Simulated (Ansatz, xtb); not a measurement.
**C3H3ClN2S: 4 structures ranked**

4 gas-phase structures of C3H3ClN2S, from a drawn sample of its isomers (lower ones may exist). Each was relaxed with GFN2-xTB:

A. `Sn1cc(Cl)cn1`, a singlet
B. `Sc1c[nH]nc1Cl`, a singlet
C. `Sc1cn[nH]c1Cl`, a singlet
D. `Sn1ccc(Cl)n1`, a singlet

Task: Which do you expect lowest at r2SCAN-D4/def2-SVP, and how would the others follow?

Result: Calculated order at r2SCAN-D4/def2-SVP: B (0.0), C (8.0), D (78.5), A (85.3) kJ/mol.

Energies above the lowest of each column, in kJ/mol; the last columns are at PBE-D3(BJ)/def2-SVP geometries:

| structure | GFN2-xTB | HF/STO-3G | r2SCAN-D4/def2-SVP | PBE-D3(BJ)/def2-SVP | CCSD(T)/def2-SVP + ΔMP2/def2-TZVPP |
| --- | --- | --- | --- | --- | --- |
| B | 0.0 | 0.0 | 0.0 | 0.0 | 0.0 |
| C | 6.5 | 4.5 | 8.0 | 8.1 | 6.5 |
| D | 23.9 | 27.7 | 78.5 | 63.8 | 51.3 |
| A | 26.8 | 29.2 | 85.3 | 70.9 | 58.8 |

Every level run on B puts it lowest or level with the lowest. Flexible structures stand in one conformer each, not always the lowest. Frequencies (GFN2-xTB) were run for B, C alone. ΔMP2 is the change of the MP2 energy from the smaller to the larger basis.

Over these structures GFN2-xTB departs from r2SCAN-D4/def2-SVP by 27.9 kJ/mol on average once a common shift is removed. A GFN2-xTB relaxation took about 0.072 s and the r2SCAN-D4/def2-SVP energy about 2 s on a shared host (Ansatz 0.2.0, xtb 6.7.1).
